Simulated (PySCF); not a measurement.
Property card for `FC(F)([C](F)OC)F` [radical]

Compound: C3H3F4O (doublet state).
Numbering: `[CH3:1][O:2][C:3]([F:4])[C:5]([F:6])([F:7])[F:8]` (hydrogens: H9, H10, H11 on C1)

From PBE0-D3(BJ)/def2-SVP geometry optimisation, gas phase (PySCF):

| Quantity | Value |
| --- | --- |
| Point group | C1 |
| Rotational constants A, B, C | 3.441, 1.515, 1.304 GHz |
| Dipole moment | 3.02 D |

UKS B3LYP, IGLO-III on C F O, pcH-1 on H, non-relativistic, mean-field spin-orbit, GIAO (PySCF):

| Property | Result |
| --- | --- |
| Isotropic g value | 2.00351 |
| Principal g values | 2.00203, 2.00384, 2.00466 |
| Spin squared ⟨S²⟩ | 0.753 |
| Largest Mulliken spin population | 0.84 on C3 |
| Largest isotropic hyperfine couplings (means over sets of like nuclei) | 13C +329.8 (C3), 19F +269.0 (F4), 19F +34.1 (F6/F7/F8), 13C +20.2 (C5), 13C +15.8 (C1) MHz |

Monoisotopic mass (most abundant isotopes): 131.0120 u.

The dipole matches unit charges of opposite sign 0.63 Å apart (1 e·Å = 4.8032 D). g_iso is shifted by about +1190 ppm from the free-electron value 2.002319; the principal values span 0.0026. The rotational constants make it an asymmetric top with κ = (2B − A − C)/(A − C) = -0.80, nearer the prolate limit (−1). With B = h/(8π²I), that is 505.379 GHz u Å² over I, the principal moments of inertia are 146.9, 333.5 and 387.6 u Å² (most abundant isotopes); the inertial defect Ic − Ia − Ib is -92.8 u Å² (zero for a rigid planar frame, negative otherwise).

Couplings of like nuclei are plain means over topologically equivalent atoms, as if these changed places fast (by rotation of a methyl-like group, say); in this geometry the members of some sets differ.

For the geometry optimisation (PBE0-D3(BJ)/def2-SVP), the run took 1.9 min of wall time on one thread of an Arm Neoverse V1, no GPU, on a shared host.

Conformer computed: `[CH3:1][O:2][C:3]([F:4])[C:5]([F:6])([F:7])[F:8]`: C1–O2–C3–F4 -50°, O2–C3–C5–F6 -177°.

One conformer stands for the species.
